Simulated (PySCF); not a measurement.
Gas-phase reaction: 2 AsH3 + O ⇌ 2 AsH2 + H2O. Level: ωB97X-V/def2-TZVP†; standard pressure 1 bar.

Energies from PySCF, thermal terms from the rigid-rotor harmonic-oscillator model, ideal gas at 1 bar. † marks an energy on the PBE0/def2-TZVP geometry and frequencies. Open shells (unrestricted): O (multiplicity 3, electronic degeneracy 9), AsH2 (multiplicity 2); the rest are closed-shell singlets. Spin-orbit splitting is ignored; it lowers the true energy and changes the entropy of O. As: all electrons, no relativistic terms. AsH2: computed as isolated molecules; such fragments, hydroxides, amides, oligomers or adducts are transient or little studied in the gas. The harmonic model lacks anharmonicity and excited electronic states, which grow with temperature; levels with a mode under 35 cm⁻¹ are left out.

```json
[
 {"T (K)": "800", "1000/T (1/K)": "1.2500", "log10 K": "19.60"},
 {"T (K)": "1000", "1000/T (1/K)": "1.0000", "log10 K": "?"},
 {"T (K)": "1200", "1000/T (1/K)": "0.8333", "log10 K": "13.49"},
 {"T (K)": "1400", "1000/T (1/K)": "0.7143", "log10 K": "11.72"},
 {"T (K)": "1600", "1000/T (1/K)": "0.6250", "log10 K": "10.37"},
 {"T (K)": "1800", "1000/T (1/K)": "0.5556", "log10 K": "9.31"}
]
```

Task: Fit log10 K = a + b·(1000/T) to the five rows, get the mean ΔH° and ΔS°, and predict log10 K at 1000 K.

Result: Means: 1000/T = 0.7956, log10 K = 12.898. Sums of products about the means: Sxy = 4.45588, Sxx = 0.301215, so b = Sxy/Sxx = 14.79 and a = 12.898 − (14.79)×0.7956 = 1.13.
ΔH° = −R ln 10 × 1000 K × b = −19.145 × (14.79) = -283 kJ; ΔS° = R ln 10 × a = 22 J/K. The run's own values go from -278 kJ and 28 J/K at 800 K to -294 kJ and 15 J/K at 1800 K.
Prediction at 1000 K: 1.13 + (14.79)×1.0000 = 15.92. The computed value is 15.95, 0.03 from the line.
For scale, ΔH°(298 K) is -275 kJ at this level, -289 kJ at ωB97M-V/def2-TZVP†, and runs from -347 to -130 kJ over the 19 levels computed.
